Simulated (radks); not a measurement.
All-electron atom: Ho9+ in [Kr] 4d10 4f9 5s2 5p1. All-electron calculation, Dirac Kohn-Sham, LB94 model potential, spin-unpolarised, spherical densities, finite nucleus; open shells fill j = l - 1/2 first; Fermi nuclear charge, rms radius 5.2022 fm. Program: a radial shooting solver on a logarithmic mesh with Libxc functionals.

Normalised radial functions P(r) = r R(r) (large component), r in bohr:

r	4d3/2
0.0008561	0.0000
0.001124	0.0000
0.001475	0.0001
0.001936	0.0001
0.002541	0.0002
0.003336	0.0004
0.004378	0.0009
0.005747	0.0017
0.007604	0.0035
0.009981	0.0069
0.0131	0.0137
0.0172	0.0269
0.02257	0.0519
0.02963	0.0971
0.03889	0.1745
0.05104	0.2965
0.067	0.4674
0.08794	0.6645
0.1154	0.8159
0.1515	0.7973
0.1989	0.4814
0.261	-0.1492
0.3426	-0.8904
0.4497	-1.3845
0.595	-1.3887
0.781	-0.9916
1.025	-0.5054
1.346	-0.1750
1.766	-0.0374
2.318	-0.0043
3.043	-0.0002
3.994	0.0000

4d3/2: eigenvalue -323.31 eV, 1 radial node at r = 0.247 bohr, <r> = 0.584 bohr, 90 % of the charge inside 0.876 bohr.
